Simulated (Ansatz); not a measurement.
A nudged elastic band was laid between two geometries of C₂H₅ClOSi (10 atoms, charge 0, multiplicity 1).

The calculation used Ansatz 0.2.0, UKS PBE-D4/def2-SVP.

- movable images: 4
- climbing image: no
- spring: 5.0 eV/Å²
- optimiser: quadratic models (default)
- start path: through a guess of the saddle point
- force threshold: 0.05 eV/Å
- iteration limit: 60
- end points: relaxed

First end point:

```xyz
10
Properties=species:S:1:pos:R:3
O -1.822 -0.053 1.089
C -1.193 0.832 0.546
C 0.245 0.653 0.091
Si 0.662 -1.179 -0.332
Cl 0.583 1.733 -1.321
H -1.632 1.854 0.343
H 0.904 0.992 0.922
H -0.332 -1.670 -1.341
H 0.622 -2.015 0.913
H 2.047 -1.198 -0.908
```

Last end point:

```xyz
10
Properties=species:S:1:pos:R:3
O -1.430 0.765 1.301
C -1.128 0.917 0.013
C 0.335 0.759 -0.112
Si 0.627 -1.139 -0.390
Cl 0.995 1.559 -1.592
H -2.406 0.803 1.370
H 0.944 1.077 0.767
H -0.112 -1.585 -1.613
H 0.152 -1.894 0.821
H 2.107 -1.313 -0.562
```

**Question.** What changes between the two ends?

**Answer.** Bonds broken: C2–H6. Bonds formed: O1–H6.

**Question.** What energy profile does the band end with?

**Answer.** The run converged. The highest image is number 3 of 0 to 5, 2.69 eV above the first end and 0.41 eV above the last; the last end lies 2.28 eV above the first. Neighbouring images differ by up to 2.3 eV, so the band resolves the path poorly. No image climbed, so the highest image needn't sit at the top of the path. The orbitals stay closed-shell, which can raise the energy where a bond breaks towards radicals; this wasn't checked here.

```
image  path coordinate (Å)  energy (eV)  C2–H6 (Å)  O1–H6 (Å)
    0                 0.00         0.00       1.13       2.06
    1                 0.62         0.32       1.12       1.95
    2                 1.25         2.66       1.18       1.49
    3                 1.87         2.69       1.62       0.99
    4                 2.50         2.30       1.86       0.98
    5                 3.13         2.28       1.87       0.98
```

**Question.** What is the geometry of the highest image?

**Answer.** 
```xyz
10
Properties=species:S:1:pos:R:3
O -1.676 0.363 1.019
C -0.987 1.186 0.230
C 0.388 0.731 -0.031
Si 0.640 -1.155 -0.339
Cl 1.047 1.661 -1.443
H -2.424 1.011 0.958
H 0.977 1.029 0.867
H -0.419 -1.623 -1.293
H 0.532 -1.906 0.960
H 2.003 -1.348 -0.925
```

The band took 9 iterations and about 3 core-minutes.

The run took 100 s on 2 threads of AMD EPYC 7R43 64-Core Processor (Zen 3) (shared host), peak memory 0.19 GiB.
